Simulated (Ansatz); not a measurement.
C$_{4}$H$_{7}$InO, SMILES `C#C[C](C)(O)[InH2]` at its PBE0-D4/def2-TZVP geometry, where that method's forces vanish. Total charge 0; spin multiplicity 1. In: def2 effective core potential.

```xyz
13

C     0.7032    0.6128   -2.3546
C     0.2806    0.2822   -1.2758
C    -0.2259   -0.1110    0.0143
C     0.3222   -1.4535    0.4595
O    -1.6641   -0.1043    0.0427
In    0.0171    1.5398    1.4630
H     1.0780    0.9167   -3.3029
H     1.4140   -1.4358    0.4943
H    -0.0533   -1.7102    1.4517
H     0.0232   -2.2442   -0.2394
H    -1.9951   -0.5375   -0.7533
H     0.1760    1.0920    3.1236
H    -0.0760    3.1529    0.8767
```

(1) What forces (eV/Å) does PBE-D4/def2-TZVPP give on these atoms in Ansatz? (Estimate.)

Results:

(1) The calculation gave: 
```
C1   0.347  0.265 -0.889
C2  -0.331 -0.252  0.972
C3   0.308 -0.067 -0.253
C4   0.035 -0.012  0.060
O5  -0.398  0.232  0.475
In6  0.039  0.101  0.073
H7   0.071  0.062 -0.191
H8   0.223 -0.011  0.015
H9  -0.065 -0.061  0.201
H10 -0.057 -0.154 -0.141
H11 -0.165 -0.197 -0.416
H12  0.008 -0.043  0.148
H13 -0.014  0.136 -0.055
```
